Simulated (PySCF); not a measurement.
**Excitation energies in several basis sets**

Compound: BrGeH3.
InChI=1S/BrGeH3/c1-2/h2H3

TDDFT with PBE0 (PySCF), vertical singlets, core orbitals frozen in the response, spherical d and f functions. Geometry: PBE0-D3(BJ)/def2-SVP; no solvent, vibrations or thermal averaging. The PBE0/6-31G* calculation is non-relativistic and has no spin–orbit coupling, an omission that weighs most on bromine and germanium.

```json
{"basis": "6-31G*", "functions": "70", "diffuse": "no", "S1 (eV)": "6.04", "S2 (eV)": "6.04", "S3 (eV)": "8.30", "S4 (eV)": "8.30", "S5 (eV)": "8.44", "LUMO (eV)": "-0.67", "α (au)": "41.0"}
{"basis": "def2-SVP", "functions": "79", "diffuse": "no", "S1 (eV)": "6.18", "S2 (eV)": "6.18", "S3 (eV)": "8.12", "S4 (eV)": "8.13", "S5 (eV)": "8.23", "LUMO (eV)": "-0.45", "α (au)": "43.0"}
{"basis": "aug-cc-pVDZ", "functions": "99", "diffuse": "yes", "S1 (eV)": "5.93", "S2 (eV)": "5.93", "S3 (eV)": "6.96", "S4 (eV)": "6.96", "S5 (eV)": "7.79", "LUMO (eV)": "-0.97", "α (au)": "53.8"}
{"basis": "def2-SVPD", "functions": "103", "diffuse": "yes", "S1 (eV)": "5.98", "S2 (eV)": "5.98", "S3 (eV)": "7.20", "S4 (eV)": "7.20", "S5 (eV)": "7.91", "LUMO (eV)": "-0.89", "α (au)": "54.4"}
{"basis": "def2-TZVP", "functions": "114", "diffuse": "no", "S1 (eV)": "6.12", "S2 (eV)": "6.12", "S3 (eV)": "7.73", "S4 (eV)": "7.73", "S5 (eV)": "8.16", "LUMO (eV)": "-0.65", "α (au)": "50.3"}
{"basis": "def2-TZVPD", "functions": "138", "diffuse": "yes", "S1 (eV)": "6.01", "S2 (eV)": "6.01", "S3 (eV)": "7.17", "S4 (eV)": "7.17", "S5 (eV)": "7.86", "LUMO (eV)": "-0.86", "α (au)": "54.8"}
{"basis": "aug-cc-pVTZ", "functions": "187", "diffuse": "yes", "S1 (eV)": "5.97", "S2 (eV)": "5.97", "S3 (eV)": "6.95", "S4 (eV)": "6.96", "S5 (eV)": "7.75", "LUMO (eV)": "-0.93", "α (au)": "54.9"}
```

Task: Compare the sets with the largest diffuse one.

Result: States are compared by their number. Against the largest diffuse basis here (aug-cc-pVTZ, itself not a converged limit), sets without diffuse functions differ by up to 0.21 eV in S1 and 0.69 eV in S5; the smaller diffuse sets differ by up to 0.04 and 0.16 eV. State by state, the largest deviation of a set without diffuse functions is S1 0.21, S2 0.21, S3 1.34, S4 1.35, S5 0.69 eV. The same number needn't mean the same state in each row. Against aug-cc-pVTZ the polarisability deviates by -25% in 6-31G*, -22% in def2-SVP, -2% in aug-cc-pVDZ, -1% in def2-SVPD, -8% in def2-TZVP, 0% in def2-TZVPD.
